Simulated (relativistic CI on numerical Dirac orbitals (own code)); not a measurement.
# Sensitivity of the levels of Pb36+ to α and to the nuclear radius

Method of calculation: Dirac-Coulomb-Breit CI, separate exchange-only KLI orbitals for each configuration, derivatives by finite differences, unscaled Slater integrals, QED left out (own radial code, finite nucleus).

Configurations in the expansion (outside the closed core [Ar] 3d10): 4s²4p⁶4d¹⁰, 4s²4p⁶4d⁹4f, 4s²4p⁵4d¹⁰4f, 4s4p⁶4d¹⁰4f, 4s²4p⁶4d⁹5s, 4s²4p⁶4d⁹5p. Double excitations out of closed p, d and f shells are left out; levels of such configurations are missing from the list, as are those of other unlisted configurations, and high levels can miss mixing partners.

With x = (α/α₀)² − 1 an excitation energy changes as ω = ω₀ + qx; K = 2q/ω₀ is the relative enhancement. Terms are leading LS components, so labels can repeat. The field-shift factor is F = δν/δ⟨r²⟩ for the transition from the lowest level.

Lowest level 4s²4p⁶4d¹⁰ ¹S0.

```tsv
Level	ω₀ (cm⁻¹)	q (cm⁻¹)	K	F (GHz/fm²)
4s²4p⁶4d⁹4f ³P°0	1850965	4054	0.00438	37.9
4s²4p⁶4d⁹4f ³P°1	1876323	13040	0.0139	38.5
4s²4p⁶4d⁹4f ³H°5	1917796	2919	0.00304	38.6
4s²4p⁶4d⁹4f ³D°2	1920034	15200	0.0158	39
4s²4p⁶4d⁹4f ³F°3	1948702	6764	0.00694	38.6
4s²4p⁶4d⁹4f ³G°4	1955946	5314	0.00543	39
4s²4p⁶4d⁹4f ³H°6	1960316	58860	0.06	41.7
4s²4p⁶4d⁹4f ¹D°2	1971097	56020	0.0568	41.4
4s²4p⁶4d⁹4f ³F°4	2006847	61040	0.0608	41.8
4s²4p⁶4d⁹4f ³G°5	2023728	60220	0.0595	42.5
4s²4p⁶4d⁹4f ³D°3	2032007	60420	0.0595	42.5
4s²4p⁶4d⁹4f ³D°1	2057983	124100	0.121	44.5
4s²4p⁶4d⁹4f ³H°4	2143058	233500	0.218	48.6
4s²4p⁶4d⁹4f ¹D°2	2158561	242900	0.225	48.9
4s²4p⁶4d⁹4f ³D°2	2193212	282700	0.258	51.3
4s²4p⁶4d⁹4f ³G°3	2209047	241300	0.219	49.6
4s²4p⁶4d⁹4f ¹H°5	2217485	292100	0.263	52.2
4s²4p⁶4d⁹4f ¹F°3	2246520	288100	0.256	52
4s²4p⁶4d⁹4f ³G°4	2253214	294300	0.261	52.5
4s²4p⁶4d⁹4f ¹P°1	2539368	171400	0.135	50.7
4s²4p⁵4d¹⁰4f ³D1	3858096	314800	0.163	72.6
4s²4p⁵4d¹⁰4f ³D2	3896817	326400	0.167	73.1
4s²4p⁵4d¹⁰4f ³G4	3902967	315200	0.162	73
```

At this charge energies of transitions that change n are usually good to better than 1 %, and those within a shell (Δn = 0) to a few per cent.
